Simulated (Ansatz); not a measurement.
A CCSD(T) single point on `[SH][Sn]([SH])[SH]` radical.

```yaml
crystal:
  periodic: [false, false, false]
  atoms:
    - {symbol: S, position_ang: [-1.641052, 1.283770, -0.884325]}
    - {symbol: Sn, position_ang: [0.064561, -0.451709, -0.920446]}
    - {symbol: S, position_ang: [-0.499610, -2.046278, 0.829260]}
    - {symbol: S, position_ang: [2.165356, 0.596729, -0.280714]}
    - {symbol: H, position_ang: [-2.339008, 0.617707, 0.052371]}
    - {symbol: H, position_ang: [0.664540, -1.809684, 1.459331]}
    - {symbol: H, position_ang: [1.585214, 1.809465, -0.255477]}
basis:
  gaussian: {orbitals: def2-TZVPP}
magnetization: {spin_polarized: true, initial_magnetization: 1}
correlation: {method: ccsd_t}
scf: {omitted_lower_state_checks: [cluster_reference]}
```

```sh
$ ansatz run in.yaml --threads 2 --pin off --events-out ev --progress --plain --max-ram 32768MiB --backend cuda --devices 0, --max-vram 18GiB
```

Output of Ansatz, abridged:

```
Functional definition: HF
1418 factors; integrals over basis functions are off by at most 9.1e-4 eV
mean field evaluation 1: about -38306.1179 eV, gradient 1.5e1 eV
mean field evaluation 2: about -38306.1306 eV, gradient 1.5e1 eV
mean field evaluation 4: about -38308.2062 eV, gradient 2.6e0 eV
mean field evaluation 8: about -38308.3315 eV, gradient 1.8e-1 eV
mean field -38308.33291145 eV, -1407.8052681750 hartree, gradient 2.0e-6 eV, S^2 0.768297; 0 other end points of the search recorded, 0 dependent functions left out
19 core orbitals not correlated: weight in the atoms' cores, before any rotation towards them, 1.000 or more for the frozen orbitals, at most 0.000 for the correlated occupied ones
reference -38308.33291145 eV, -1407.8052681750 hartree; 18, 17 occupied and 181, 182 virtual orbitals, 1418 factors
second order -22.71497592 eV of doubles, -0.00000000 eV of singles
cycle   1  -23.22112691 eV  change   -5.1e-1 eV  update   1.2e-1
cycle   2  -23.82066611 eV  change   -6.0e-1 eV  update   3.5e-2
cycle   3  -23.94702652 eV  change   -1.3e-1 eV  update   2.3e-2
cycle   4  -23.93744676 eV  change    9.6e-3 eV  update   8.7e-3
cycle   5  -23.93566006 eV  change    1.8e-3 eV  update   5.3e-3
cycle   6  -23.93727891 eV  change   -1.6e-3 eV  update   2.4e-3
cycle   7  -23.93756127 eV  change   -2.8e-4 eV  update   1.2e-3
cycle   8  -23.93801441 eV  change   -4.5e-4 eV  update   4.6e-4
cycle   9  -23.93809370 eV  change   -7.9e-5 eV  update   2.0e-4
cycle  10  -23.93793650 eV  change    1.6e-4 eV  update   7.4e-5
cycle  11  -23.93798588 eV  change   -4.9e-5 eV  update   3.9e-5
cycle  12  -23.93799664 eV  change   -1.1e-5 eV  update   1.5e-5
perturbative correction -1.05945365 eV, -0.0389342037 hartree
Total energy: -38333.33036174 eV, -1408.7239075294 hartree
Checks for a lower state left out: cluster_reference
```

It took 13 s on 2 threads of an AMD EPYC 7R13 on a shared host and a share of an NVIDIA H100 80 GB, with 0.83 GiB of host memory at the peak.

The correlation energy is -24.997 eV, 4.2 % of it from (T); the T1 diagnostic reads 0.0171.
